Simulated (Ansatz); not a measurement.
Reaction (ligand exchange at the Si–C bond): `OC1([SiH3])[SiH2]S1` + `[OH][Cd][O][SiH3]` → `[SiH3][O][Cd][O][SiH3]` + `OC1[SiH2]S1`

Computed with Ansatz on PBE0-D4/def2-TZVP structures; ΔE is electronic, products minus reactants. CBS: MP2 limit from def2 TZ/QZ plus the TZ coupled-cluster correction, frozen cores. DFT in def2-TZVPP. B3LYP here is the variant with VWN-RPA as its local correlation; programs differ in this. def2 core potentials past Kr. For Cd outer-core shells are correlated without core-valence functions, which leaves a few kJ/mol of doubt a bond. Each species was taken in one conformer, which may not be the lowest.

```csv
level,ΔE (kJ/mol),difference from CCSD(T)/CBS
PBE-D4,-85.7,17.9
r2SCAN-D4,-101.9,1.7
PBE0-D4,-97.6,6.0
B3LYP-D4,-104.7,-1.1
ωB97X-V,-109.1,-5.5
ωB97M-V,-106.5,-2.9
B2PLYP,-112.1,-8.5
PBE,-90.7,12.9
r2SCAN,-103.1,0.5
PBE0,-102.1,1.5
B3LYP,-113.1,-9.5
HF/def2-TZVPP,-145.7,-42.1
MP2/def2-TZVPP,-107.0,-3.4
SCS-MP2/def2-TZVPP,-114.4,-10.8
CCSD/def2-TZVPP,-115.5,-11.9
CCSD(T)/def2-TZVPP,-108.9,-5.3
HF/def2-QZVPP,-146.3,-42.7
MP2/def2-QZVPP,-104.1,-0.5
SCS-MP2/def2-QZVPP,-111.7,-8.1
HF/CBS(def2),-146.4,-42.8
MP2/CBS(def2),-101.7,1.9
CCSD/CBS(def2),-110.1,-6.5
CCSD(T)/CBS,-103.6,0
```

Largest T1 diagnostic among the species: 0.016.

The D4 term adds +8.4 kJ/mol with B3LYP and +4.5 kJ/mol with PBE0; it sums over pairs of atoms, weighted by their polarisabilities, and B3LYP, whose exchange is more repulsive, gets the larger term. In def2-TZVPP, CCSD(T) changes the Hartree–Fock value by +36.9 kJ/mol (the triples alone add +6.6 kJ/mol) and MP2 by +38.7 kJ/mol. From PBE to PBE0 (25 % exact exchange), in def2-TZVPP and without D4, ΔE moves by −11.4 kJ/mol.
